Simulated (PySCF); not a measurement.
**A small calculation by hand: chemical shift, span and skew from a shielding tensor**

C3H6BNO, SMILES C1(CNB1O)=C. Atoms are numbered in the order given.

```xyz
12

C      1.1221    -1.8233     0.0000
C      0.2684    -0.7963     0.0000
C     -1.2658    -0.7625     0.0000
N     -1.2331     0.7121     0.0000
B      0.1907     0.7809     0.0000
O      1.0959     1.7940     0.0000
H      2.2045    -1.6546     0.0000
H      0.7846    -2.8677     0.0000
H     -1.7353    -1.2049     0.9003
H     -1.7353    -1.2049    -0.9003
H     -2.0476     1.3133     0.0000
H      0.6914     2.6697     0.0000
```
Charge 0, spin multiplicity 1.

Geometry: r2SCAN-D4/def2-SVP. This is a generated structure with no PubChem entry under its InChIKey; it may be hypothetical. The values are those of a single conformer.

GIAO shieldings from PySCF with KT2/pcSseg-1, non-relativistic, no solvent. The symmetric part of the tensor of C3 has the principal values 117.8, 122.4, 147.7 ppm. The same nucleus in TMS has σ = 185.1 ppm at this level (PySCF, at its B3LYP-D3(BJ)/def2-TZVP geometry).

Task: Work out the isotropic shielding, the ¹³C shift against TMS, the span and the skew.

Result: 
σ(iso) = (σ11 + σ22 + σ33)/3 = 129.3 ppm. δ = σ(ref) − σ(iso) = 185.1 − (129.3) = 55.8 ppm.
Span Ω = σ33 − σ11 = 29.9 ppm. Skew κ = 3(σ(iso) − σ22)/Ω = 0.69. Tumbling in solution averages the tensor to δ; in a static solid the shielding alone would spread this spin-1/2 line over Ω.
